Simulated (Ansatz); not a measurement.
Species: SiBr2, charge 1, doublet. SiBr2+ (parent SMILES Br[Si]Br, doublet).
B3LYP-D3(BJ)/def2-TZVP minimum from Ansatz (an electronic-structure program):
```
Si
Br 1 2.1458
Br 1 2.1458 2 122.84
```
Charge +1, spin multiplicity 2.

Total energies in def2-SVP, 17 correlated electrons, 33 frozen orbitals. Open shells are spin-unrestricted; no spin-orbit coupling. Cores are frozen in correlated methods (noble-gas shells, and filled d and f shells in the p block). No relativity. Spin-orbit terms, left out, reach several kcal/mol for Br and I, and more for heavier atoms. The spin of Br2Si+ (parent SMILES Br[Si]Br, doublet) was assumed, and the state is the lowest solution found for it.

```
method    program  energy (Eh)  minus CCSDT(Q) (mEh)
--------  -------  -----------  --------------------
HF         Ansatz  -5432.79087                339.52
MP2        Ansatz  -5433.08834                 42.06
CCSD       Ansatz  -5433.11600                 14.39
CCSD(T)    Ansatz  -5433.12815                  2.25
CCSDT(Q)   Ansatz  -5433.13040                  0.00
```

Rough core times of Ansatz's runs on a shared machine: CCSD(T) 30 s, CCSDT(Q) 5 min.
